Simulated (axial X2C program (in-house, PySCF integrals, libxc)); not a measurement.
## Levels of TaN⁻ by electron attachment to TaN (EOM-EA-CCSD)

Computed with an axial X2C code built on PySCF integrals: two-component X2C with atomic mean-field Coulomb and Gaunt terms, Gaussian nuclei, basis Ta dyall-acv3z, N dyall-av3z with contracted cores.

R = 1.673 Å (near the PBE0 minimum at charge 0 of the determinant lowest at the starting distance; the state shown can have its own minimum elsewhere).

Hartree–Fock spinors of TaN (one of each Kramers pair; a window near the gap, which can cut inner shells):

| ω | occupied | ε (eV) | character |
| --- | --- | --- | --- |
| 1/2 | yes | -25.46 | 60% N s, 18% Ta d, 10% Ta p |
| 1/2 | yes | -11.56 | 56% N p, 31% Ta d, 6% N s |
| 1/2 | yes | -11.25 | 55% N p, 36% Ta d, 3% Ta p |
| 3/2 | yes | -11.20 | 54% N p, 38% Ta d, 3% Ta f |
| 1/2 | yes | -7.83 | 58% Ta s, 16% N p, 10% Ta d |
| 1/2 | no | 0.02 | 75% Ta p, 14% Ta d, 10% N p |
| 3/2 | no | 0.13 | 82% Ta p, 10% Ta d, 8% N p |
| 1/2 | no | 0.24 | 66% Ta p, 28% Ta s, 4% Ta d |
| 1/2 | no | 0.54 | 89% Ta p, 6% Ta d, 3% N p |
| 1/2 | no | 0.59 | 61% Ta s, 36% Ta p |
| 3/2 | no | 0.60 | 52% Ta d, 42% Ta p, 3% N p |

Levels of TaN⁻ obtained by attaching an electron to TaN:

```json
{"Ω": "3/2", "binding energy (eV)": "1.117", "above lowest (cm⁻¹)": "0", "attached spinor": "94% Ta dδ", "one-particle weight": "0.89"}
{"Ω": "5/2", "binding energy (eV)": "0.727", "above lowest (cm⁻¹)": "3150", "attached spinor": "94% Ta dδ", "one-particle weight": "0.89"}
{"Ω": "1/2", "binding energy (eV)": "0.454", "above lowest (cm⁻¹)": "5354", "attached spinor": "66% Ta pπ, 18% Ta dπ, 12% N pπ", "one-particle weight": "0.93"}
{"Ω": "3/2", "binding energy (eV)": "0.236", "above lowest (cm⁻¹)": "7109", "attached spinor": "71% Ta pπ, 16% Ta dπ, 12% N pπ", "one-particle weight": "0.94"}
{"Ω": "1/2", "binding energy (eV)": "-0.142", "above lowest (cm⁻¹)": "10158", "attached spinor": "54% Ta pσ, 34% Ta sσ, 7% Ta dσ", "one-particle weight": "0.98"}
{"Ω": "1/2", "binding energy (eV)": "-0.431", "above lowest (cm⁻¹)": "12491", "attached spinor": "95% Ta pπ", "one-particle weight": "0.99"}
{"Ω": "3/2", "binding energy (eV)": "-0.472", "above lowest (cm⁻¹)": "12823", "attached spinor": "95% Ta pπ", "one-particle weight": "0.98"}
{"Ω": "1/2", "binding energy (eV)": "-0.511", "above lowest (cm⁻¹)": "13134", "attached spinor": "49% Ta pσ, 48% Ta sσ", "one-particle weight": "0.99"}
{"Ω": "1/2", "binding energy (eV)": "-0.876", "above lowest (cm⁻¹)": "16080", "attached spinor": "44% Ta pσ, 31% Ta dσ, 15% Ta sσ", "one-particle weight": "0.97"}
```

(1) Take the first Ω = 1/2 and Ω = 3/2 rows of π character: how far apart are they, and which lies lower?

Negative binding energies belong to unbound states, resonances or levels that the basis set holds; within some tenths of an eV of zero the sign is not settled.

This point took 29 s on 1 thread of Arm Neoverse V1, with other jobs on the host.

Reference electrons by ω block (each with its −ω partner): 1/2: 24, 3/2: 11, 5/2: 4, 7/2: 1. 18 electrons of TaN correlated (inner shells frozen), 84 natural virtual spinors (a truncated set); levels can be off by some tenths of an eV. Roots sought by Ω: (1/2: 5, 3/2: 4, 5/2: 2, 7/2: 1); rows need 60 % one-particle weight and stop where some Ω has no more roots. Missing are any skipped roots, higher Ω and states of a further excitation; these come out far too high here and may in truth be low or lowest. T1 of the reference 0.029 (Lee–Taylor). Number of frozen shells: Ta 4 s, 3 p, 2 d, 1 f; N 1 s. Large amplitudes in the reference (orbital relaxation or multireference character) lower the reliability.

Results:

(1) E(3/2) − E(1/2) = 7109 − 5354 = 1755 cm⁻¹ at EOM-EA-CCSD: regular, Ω = 1/2 lower. Splittings at this level can be off by ten to twenty per cent.
